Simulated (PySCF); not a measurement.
SiBr2, SMILES Br[Si]Br (connectivity only; charge and spin as stated), neutral, multiplicity 1. Atoms are numbered in the order given.

```xyz
3

Si     0.0000     0.0000     1.1802
Br     0.0000     1.7467    -0.2360
Br     0.0000    -1.7467    -0.2360
```

Geometry: PBE0-D3(BJ)/def2-TZVP. The isomer is the one that the SMILES or the coordinates give; other isomers of the formula were not compared.

These are SMD-B3LYP/def2-SVP (PySCF) values and carry that method's errors.

Solvation free energies are E(SMD) − E(gas) at the gas-phase geometry, for 1 M in both phases. Bromine has the revised SMD18 radius of 2.60 Å. In vacuum the dipole moment is 0.85 D.

Computed solvation free energies in water, ethylethanoate, N,N-dimethylformamide:
| solvent | ΔG(solv) (kcal/mol) | its non-electrostatic (CDS) part | dipole (D) |
|---|---|---|---|
| water | -1.9 | -0.8 | 1.20 |
| ethylethanoate | -4.6 | -3.8 | 1.11 |
| N,N-dimethylformamide | -4.4 | -3.3 | 1.19 |
